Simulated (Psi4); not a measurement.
Br$_{4}$Ti (SMILES [Br][Ti]([Br])([Br])[Br]), singlet, geometry from GFN2-xTB (such geometries of metal compounds can be far from the true shape). Base run: B3LYP/STO-3G in Psi4.

The Psi4 input:
```
memory 2 GB

molecule mol {
0 1
  Ti    0.000000   -0.000000   -0.000000
  Br    1.837950   -0.531399   -1.351868
  Br    0.722307    0.336398    2.202975
  Br   -1.015478    1.955289   -0.796014
  Br   -1.544778   -1.760289   -0.055093
}

set basis sto-3g
set reference rks

energy('b3lyp')
print_variables()
```

Each row names what was changed in the base input (with any setting that the change needs).

```json
[
 {"change": "base", "ΔE vs base (µEh)": "0.0", "SCF cycles": "8", "grid points": "100186", "basis functions": "90"},
 {"change": "dft_spherical_points = 194", "ΔE vs base (µEh)": "-35.8", "SCF cycles": "9", "grid points": "64711", "basis functions": "90"},
 {"change": "soscf = true", "ΔE vs base (µEh)": "0.0", "SCF cycles": "7", "grid points": "100186", "basis functions": "90"},
 {"change": "dft_radial_points = 99", "ΔE vs base (µEh)": "-217", "SCF cycles": "8", "grid points": "131283", "basis functions": "90"},
 {"change": "scf_type = cd", "ΔE vs base (µEh)": "5085", "SCF cycles": "9", "grid points": "100186", "basis functions": "90"},
 {"change": "scf_type = direct", "ΔE vs base (µEh)": "6593", "SCF cycles": "10", "grid points": "100186", "basis functions": "90"},
 {"change": "dft_radial_scheme = multiexp", "ΔE vs base (µEh)": "-137", "SCF cycles": "8", "grid points": "111446", "basis functions": "90"},
 {"change": "cholesky_tolerance = 1e-6 (with scf_type cd)", "ΔE vs base (µEh)": "6611", "SCF cycles": "8", "grid points": "100186", "basis functions": "90"},
 {"change": "guess = gwh", "ΔE vs base (µEh)": "0.0", "SCF cycles": "10", "grid points": "100186", "basis functions": "90"},
 {"change": "guess = huckel", "ΔE vs base (µEh)": "0.0", "SCF cycles": "8", "grid points": "100186", "basis functions": "90"},
 {"change": "scf_type = pk", "ΔE vs base (µEh)": "6593", "SCF cycles": "8", "grid points": "100186", "basis functions": "90"},
 {"change": "dft_radial_points = 150", "ΔE vs base (µEh)": "-222", "SCF cycles": "8", "grid points": "198117", "basis functions": "90"},
 {"change": "diis_max_vecs = 3", "ΔE vs base (µEh)": "0.0", "SCF cycles": "8", "grid points": "100186", "basis functions": "90"}
]
```
